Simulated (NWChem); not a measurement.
System: hexanethiol (C6H14S); SMILES SCCCCCC

Input file for NWChem:

```
start job
memory heap 200 mb stack 900 mb global 1100 mb
geometry units angstroms noautosym nocenter noautoz
  C     -0.482034     4.327676     0.000000
  C      0.425438     3.092922     0.000000
  C     -0.353604     1.770966     0.000000
  C      0.548948     0.529822     0.000000
  C     -0.238438    -0.788726     0.000000
  C      0.678741    -2.014040     0.000000
  S     -0.341788    -3.555259     0.000000
  H     -1.130490     4.343124    -0.884756
  H      0.103258     5.254310     0.000000
  H     -1.130490     4.343124     0.884756
  H      1.085946     3.123801    -0.878281
  H      1.085946     3.123801     0.878281
  H     -1.014662     1.739560    -0.878753
  H     -1.014662     1.739560     0.878753
  H      1.208945     0.560573    -0.879383
  H      1.208945     0.560573     0.879383
  H     -0.893996    -0.825433    -0.880374
  H     -0.893996    -0.825433     0.880374
  H      1.319160    -2.010283     0.887849
  H      1.319160    -2.010283    -0.887849
  H      0.685590    -4.431839     0.000000
end
basis spherical
  C library 6-31g*
  S library 6-31g*
  H library 6-31g*
end
dft
  xc hfexch
  iterations 150
end
property
  shielding 15 1 2 3 4 5 6 7 8 9 11 13 15 17 19 21
end
task dft property
```

Coordinates come from a B3LYP/6-31G* (spherical d) optimisation. No frequency run checked for a minimum.

GIAO values for the isolated, static molecule; σ is the absolute isotropic shielding, δ = σ(reference) − σ with the isolated reference molecule computed at the same levels (13C: tetramethylsilane, 1H: tetramethylsilane).

Atoms are numbered as in the input.

Task: What results follow from this input? (Hartree-Fock/6-31G* (spherical d), GIAO.) Quantities: δ C1 (ppm); δ C4 (ppm); δ C6 (ppm); σ S7 (ppm); δ H8 (rotor mean) (ppm); δ H19 (ppm); δ H21 (ppm).

Result: 
```
Property                 Result
-----------------------  ------
δ C1 (ppm)                 15.8
δ C4 (ppm)                 29.1
δ C6 (ppm)                 25.4
σ S7 (ppm)                662.6
δ H8 (rotor mean) (ppm)    1.06
δ H19 (ppm)                2.26
δ H21 (ppm)                1.39
```
